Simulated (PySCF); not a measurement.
Species: F₂H₅NSi₂.
Cartesian coordinates in Å at the PBE0-D3(BJ)/def2-SVP level; atoms count from 1:
```
atom  x, y, z in Å
N1     1.4983   -0.9936    0.1600
Si2    0.7215    0.5437   -0.0470
Si3   -1.5854    0.1411   -0.0336
F4    -2.3727    1.4662   -0.5388
F5    -2.0841   -0.1343    1.4841
H6     1.3381   -1.7342   -0.5141
H7     2.4555   -1.0229    0.4944
H8     1.0614    1.3152   -1.2914
H9     1.0745    1.4004    1.1238
H10   -2.0571   -1.0029   -0.8637
```

The calculation used PBE0-D3(BJ)/def2-SVP geometry optimisation, gas phase (PySCF 2.14.0).

Masses are those of the commonest isotopes; rigid-rotor values at the optimised geometry. The values belong to one conformer with, in the numbering `[NH2:1][SiH2:2][SiH:3]([F:4])[F:5]`, H–N1–Si2–Si3 60° and -159°, N1–Si2–Si3–F4 -168°.

What are A, B and C (cm⁻¹)?

Ia = 99.59, Ib = 294.17, Ic = 350.87 u·Å²; 505379 MHz·u·Å²/I gives 5074, 1718 and 1440 MHz, that is A = 0.16927, B = 0.05731, C = 0.04805 cm⁻¹.

Classify the top.

An asymmetric top: κ = (2 × 1718 − 5074 − 1440)/(5074 − 1440) = -0.85.

Is it planar, by Δ = Ic − Ia − Ib?

Not planar: Δ = Ic − Ia − Ib = -42.90 u·Å². For a rigid frame Δ = −2 Σ m c², so Σ m c² = 21.45 u·Å² lies off the ab plane: 8.71 from hydrogen and 12.74 from heavier atoms. The atom farthest from that plane is 1.84 Å away.

Where do the levels up to J = 5 lie, in MHz?

Above 0(0,0):
J = 1: 1(0,1) 3158, 1(1,1) 6515, 1(1,0) 6792
J = 2: 2(0,2) 9459, 2(1,2) 12554, 2(1,1) 13387, 2(2,1) 23456, 2(2,0) 23473
J = 3: 3(0,3) 18868, 3(1,3) 21603, 3(1,2) 23268, 3(2,2) 32931, 3(2,1) 33014, 3(3,1) 50418, 3(3,0) 50419
J = 4: 4(0,4) 31340, 4(1,4) 33650, 4(1,3) 36421, 4(2,3) 45552, 4(2,2) 45796, 4(3,2) 63083, 4(3,1) 63087, 4(4,1) 87521, 4(4,0) 87521
J = 5: 5(0,5) 46817, 5(1,5) 48681, 5(1,4) 52828, 5(2,4) 61307, 5(2,3) 61865, 5(3,3) 78925, 5(3,2) 78942, 5(4,2) 103350, 5(4,1) 103350, 5(5,1) 134773, 5(5,0) 134773
Those of J = 1 are B + C, A + C and A + B.

Which lines would a microwave search look for?

The dipole components are |μa| = 3.11 D, |μb| = 0.13 D, |μc| = 1.41 D. Intensities carry the squares of the components, which stand as 1.00 : 0.00 : 0.20 (a : b : c). Some of the stronger lines:

```csv
type,branch,"J(Ka,Kc)",MHz,lower level (cm⁻¹)
a,R,"2(1,1) ← 1(1,0)",6594,0.227
a,R,"3(1,3) ← 2(1,2)",9049,0.419
a,R,"3(0,3) ← 2(0,2)",9409,0.316
a,R,"3(2,2) ← 2(2,1)",9475,0.782
c,Q,"3(2,2) ← 3(1,2)",9664,0.776
c,R,"3(1,2) ← 2(0,2)",13809,0.316
c,R,"2(2,0) ← 1(1,0)",16680,0.227
c,R,"2(2,1) ← 1(1,1)",16941,0.217
c,Q,"3(3,1) ← 3(2,1)",17404,1.101
c,R,"3(2,2) ← 2(1,2)",20377,0.419
c,R,"3(3,1) ← 2(2,1)",26962,0.782
```

Estimate the classical rotational partition function at 25 K, 50 K and 200 K.

Point group C1, symmetry number σ = 1; q = (√π/σ)·√((kT/h)³/(ABC)), k/h = 20836.6 MHz/K: 5950 at 25 K, 16800 at 50 K, 135000 at 200 K.

No frequency check. Zero-point vibration and centrifugal distortion are left out. A rigid rotor knows nothing of inversion at nitrogen, which can split or shift real lines. Quadrupole hyperfine structure (14N) is left out.
